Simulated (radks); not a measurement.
The numbers below are computed, except where a source is named.
Task: These are the eigenvalues of the occupied orbitals of an atom or ion with whole-number occupations (eV). Code: a radial shooting solver on a logarithmic mesh with Libxc functionals. Model: Dirac Kohn-Sham, AM05, spin-unpolarised, spherical densities, finite nucleus; Fermi nuclear charge, rms radius of each element as measured or else 0.836 A^(1/3) + 0.57 fm.

orbital  eigenvalue
1s1/2     -65153.02
2s1/2     -11159.02
2p1/2     -10663.30
2p3/2     -9472.998
3s1/2     -2561.986
3p1/2     -2341.457
3p3/2     -2086.411
3d3/2     -1711.581
3d5/2     -1655.897
4s1/2     -536.4101
4p1/2     -446.0168
4p3/2     -387.5131
4d3/2     -238.5826
4d5/2     -227.8637
5s1/2      -91.8907
5p1/2      -65.7259
5p3/2      -57.4462
4f5/2      -43.7658
4f7/2      -41.9992
5d3/2      -23.8060
5f5/2       -6.2791

Which element is it, and in what charge state? The configuration may be excited. Open shells, if any, fill j = l - 1/2 first.

Result: Z = 72, hafnium, charge +2: Hf2+ in [Kr] 4d10 4f14 5s1 5p6 5d2 5f1. The list shows which subshells hold electrons but not how many an open one holds; the 1s level, -2394.3 hartree, gives Z - s = 69.2 by -(Z - s)^2/2, which with screening and relativity narrows Z to a few neighbours, and the depths of the outer levels then fix element, charge and occupations together.
